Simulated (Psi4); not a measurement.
Psi4 was given this input:
```
memory 2 GB

molecule {
0 2
F    -1.42373320   -0.41489857    0.07161022
B    -0.01799801    0.56075196   -0.01779468
F     1.10933166   -0.12178042   -0.04109239
}

set {
  basis def2-svp
  reference uks
}

energy('svwn')
print_variables()
```

What nuclear repulsion energy does SVWN/def2-SVP in Psi4 1.11 give?

48.7573 Eh

Estimate the dipole moment that SVWN/def2-SVP returns for this input.

1.84 D

Predict the <S^2> from SVWN/def2-SVP.

0.752

What is the computed total energy (SVWN/def2-SVP)?

-223.242520 Ha

These values belong to the state on which the SCF converged, which isn't shown to be the lowest.
